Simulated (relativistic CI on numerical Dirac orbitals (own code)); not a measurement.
Method of calculation: Dirac-Coulomb-Breit CI, orbitals from a KLI potential per configuration, QED by a radiative potential, unscaled Slater integrals (own radial code, finite nucleus).

Configurations in the expansion (outside the closed core [Ne]): 3s, 3p, 3d, 4s, 4p, 4d, 4f, 5s, 5p, 5d, 5f, 5g, 6s, 6p, 6d, 7s, 7p. Levels of other configurations are missing.

At this charge energies of transitions that change n are usually good to better than 1 %, and those within a shell (Δn = 0) to a few per cent.

Outline of the computed level scheme of Nb XXXI. Lowest level of each configuration: 3s ²S1/2 at 0.00 eV; 3p ²P°1/2 at 67.97 eV; 3d ²D3/2 at 181.20 eV; 4s ²S1/2 at 773.79 eV; 4p ²P°1/2 at 801.65 eV; 4d ²D3/2 at 844.79 eV; 4f ²F°5/2 at 863.95 eV; 5s ²S1/2 at 1114.44 eV; 5p ²P°1/2 at 1128.41 eV.

Some strong electric-dipole decays among the lowest 15 levels: 4f ²F°7/2 → 3d ²D5/2 (1.4e+13 s⁻¹); 4f ²F°5/2 → 3d ²D3/2 (1.3e+13 s⁻¹); 4d ²D5/2 → 3p ²P°3/2 (6.4e+12 s⁻¹); 4d ²D3/2 → 3p ²P°1/2 (5.3e+12 s⁻¹); 4p ²P°1/2 → 3s ²S1/2 (3.0e+12 s⁻¹); 4p ²P°3/2 → 3s ²S1/2 (2.6e+12 s⁻¹); 4s ²S1/2 → 3p ²P°3/2 (2.3e+12 s⁻¹); 5p ²P°1/2 → 3s ²S1/2 (1.7e+12 s⁻¹).
